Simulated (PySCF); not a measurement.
PySCF 2.14 output of an unrestricted M06 calculation on a single atom or ion in def2-QZVPPD with the def2 core potential (28 electrons), with a scalar-relativistic core potential:

```
SCF conv_tol = 1e-09
number electrons alpha = 10  beta = 8
    Y. Zhao and D. G. Truhlar.,  Theor. Chem. Acc. 120, 215 (2008)
    Y. Zhao and D. G. Truhlar.,  Theor. Chem. Acc. 120, 215 (2008)
cycle= 1 E= -127.85035729951  delta_E= -0.0127  |g|= 0.0963  |ddm|= 0.353
cycle= 2 E= -127.848331299721  delta_E= 0.00203  |g|= 0.132  |ddm|= 0.131
cycle= 3 E= -127.853057749153  delta_E= -0.00473  |g|= 0.00458  |ddm|= 0.0619
cycle= 4 E= -127.853071034681  delta_E= -1.33e-05  |g|= 0.00153  |ddm|= 0.00776
cycle= 5 E= -127.853073404112  delta_E= -2.37e-06  |g|= 0.000244  |ddm|= 0.00487
cycle= 6 E= -127.853073464351  delta_E= -6.02e-08  |g|= 5.12e-05  |ddm|= 0.000768
cycle= 7 E= -127.853073468084  delta_E= -3.73e-09  |g|= 1.35e-05  |ddm|= 0.000169
cycle= 8 E= -127.853073468456  delta_E= -3.72e-10  |g|= 6.38e-07  |ddm|= 6.93e-05
converged SCF energy = -127.853073468456  <S^2> = 2.0020991  2S+1 = 3.0013991
```

The run itself started from symmetry-adapted Hartree-Fock orbitals and held the occupation by maximum overlap, on a logarithmic radial grid, so the iterations belong to that start.

Which element, charge and spin multiplicity is this?

Pd (palladium, neutral), multiplicity 3; the state was [Kr] 4d9 5s1, high-spin 3D determinant (an excited configuration).

Energies and moments cover only the electrons outside the core potential.
